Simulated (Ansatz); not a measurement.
`BC(C)(C)C` + H₂S → `BS` + `CC(C)C` at 400 K and 1 bar (ligand exchange at a B–C bond).

Program: Ansatz. Geometries: PBE0-D4/def2-TZVP. ΔE: electronic, gas phase. CBS: MP2 limit from def2 TZ/QZ plus the TZ coupled-cluster correction, frozen cores. This one scheme is used for every species.

```json
{"species": "`BC(C)(C)C`", "CCSD(T)/CBS energy (Eh)": "-183.61206", "H − E (kJ/mol)": "406.5", "S (J/(mol·K))": "374.5"}
{"species": "H₂S", "CCSD(T)/CBS energy (Eh)": "-398.97279", "H − E (kJ/mol)": "53.4", "S (J/(mol·K))": "215.9"}
{"species": "`BS`", "CCSD(T)/CBS energy (Eh)": "-424.38198", "H − E (kJ/mol)": "95.9", "S (J/(mol·K))": "260.4"}
{"species": "`CC(C)C`", "CCSD(T)/CBS energy (Eh)": "-158.24397", "H − E (kJ/mol)": "373.6", "S (J/(mol·K))": "323.8"}
```

H − E and S are ideal-gas, rigid-rotor, harmonic terms from PBE0-D4/def2-TZVP. 1 Eh = 2625.50 kJ/mol, R = 8.31446 J/(mol·K).

Task: By hand: ΔE, ΔH, ΔS and ΔG.

Result: ΔE = (-424.38198) + (-158.24397) − (-183.61206) − (-398.97279) = -0.04110 Eh = -107.9 kJ/mol. Δ(H − E) = 95.9 + 373.6 − 406.5 − 53.4 = 9.6, so ΔH = -98.3 kJ/mol. ΔS = 260.4 + 323.8 − 374.5 − 215.9 = -6.2 J/(mol·K). ΔG = -98.3 − 400 × (-6.2)/1000 = -95.8 kJ/mol.

Task: By hand: the equilibrium constant, and the temperature at which ΔG would vanish if ΔH and ΔS stayed fixed.

Result: log₁₀ K = −ΔG/(RT ln 10) = 12.5. ΔG = 0 at ΔH/ΔS = 15855 K, far beyond where these terms or the molecules hold.

The number of gas molecules stays the same, so ΔS is small and ΔH decides. A doubt of 5 kJ/mol in ΔE shifts log₁₀ K by 0.7 here. These are equilibria of isolated gas molecules and say nothing of rates. Largest T1 diagnostic: 0.015 (customary marks: 0.02 for closed shells, 0.045 for open ones).
